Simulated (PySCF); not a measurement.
C2H8O2Si. Atoms are numbered in the order given.

```xyz
13

C     -1.5032     1.0631    -0.1214
Si     0.0153    -0.0367    -0.0030
C      1.6001     0.9297     0.1063
O     -0.1199    -0.9991     1.3628
O      0.1619    -0.9879    -1.3706
H     -1.5923     1.7204     0.7595
H     -2.4339     0.4749    -0.1974
H     -1.4484     1.7046    -1.0160
H      1.7844     1.4877    -0.8254
H      2.4515     0.2503     0.2697
H      1.5695     1.6478     0.9410
H     -1.0042    -1.1125     1.7272
H     -0.4582    -1.7197    -1.4629
```

Geometry optimised at B3LYP-D3(BJ)/def2-SVP. One conformer was computed; it need not be the lowest.

Method: B3LYP-D3(BJ)/def2-SVP (PySCF 2.14.0).

Frequencies are harmonic and unscaled.

Task: Estimate the vibrational spectrum. (An estimate is asked for; the answer gives what the named calculation found.)

Result: 
```
mode  ν (cm⁻¹)  IR (km/mol)  moving atoms (share of kinetic energy)
----  --------  -----------  --------------------------------------
1           53         68.6                          H 70 %, O 23 %
2          125          3.7                                  H 97 %
3          158         10.5                                  H 96 %
4          171         65.7                  H 72 %, O 16 %, C 11 %
5          210         20.8                  H 48 %, C 34 %, O 11 %
6          229         38.4                  H 51 %, O 31 %, C 18 %
7          256          4.1         H 35 %, O 28 %, Si 20 %, C 17 %
8          307         18.9         O 33 %, H 28 %, Si 20 %, C 20 %
9          335         33.8                 O 58 %, H 22 %, Si 14 %
10         631          3.0                  C 57 %, H 21 %, O 17 %
11         688          7.2                          H 68 %, C 27 %
12         722         66.3                 H 68 %, C 21 %, Si 10 %
13         746         70.9                   H 68 %, C 16 %, O 9 %
14         783         47.6                  H 54 %, O 27 %, C 15 %
15         791         24.6                  H 42 %, O 37 %, C 14 %
16         812        107.8                          H 79 %, C 14 %
17         858        272.9         H 46 %, Si 27 %, O 15 %, C 12 %
18         920        109.1                 H 39 %, Si 37 %, O 17 %
19         942        190.3                 Si 45 %, O 27 %, H 23 %
20        1277         44.7                          H 77 %, C 23 %
21        1281         29.1                          H 77 %, C 22 %
22        1428          0.3                                  H 96 %
23        1429          1.3                                  H 96 %
24        1438          3.2                                  H 96 %
25        1440          4.8                                  H 96 %
26        3022          4.4                                  H 97 %
27        3035          1.6                                  H 97 %
28        3105         11.9                           H 91 %, C 9 %
29        3117          6.0                           H 91 %, C 9 %
30        3127          8.9                           H 91 %, C 9 %
31        3130          4.8                           H 91 %, C 9 %
32        3881         61.9                                  H 94 %
33        3886         69.7                                  H 94 %
```
